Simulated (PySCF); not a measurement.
Pb(H)(OH) (H2OPb), SMILES [OH][PbH] (connectivity only; charge and spin as stated), neutral, multiplicity 1. The structure is a stationary point at B3LYP-D3(BJ)/def2-TZVP. The def2 effective core potentials stand for the cores of Pb; spin–orbit coupling is left out.

Computed with B3LYP-D3(BJ)/def2-TZVP run with PySCF 2.14.0.

Harmonic wavenumbers (cm⁻¹): 499, 514, 521, 780, 1529, 3819. Rotational constants (GHz): 118.4, 7.067, 6.669; symmetry number 1.

### Question
Work out the zero-point energy and the ideal-gas rigid-rotor harmonic-oscillator thermochemistry at 298.15 K and 1 atm.

### Answer
ZPE = ½ Σ hcν = ½ × 7661 cm⁻¹ = 10.95 kcal/mol. H − E(el) = 13.78 kcal/mol. Entropy in cal/(mol K): translation 42.14, rotation 21.58, vibration 2.13, total 65.85. G − E(el) = -5.85 kcal/mol. Cp = 12.38 cal/(mol K).
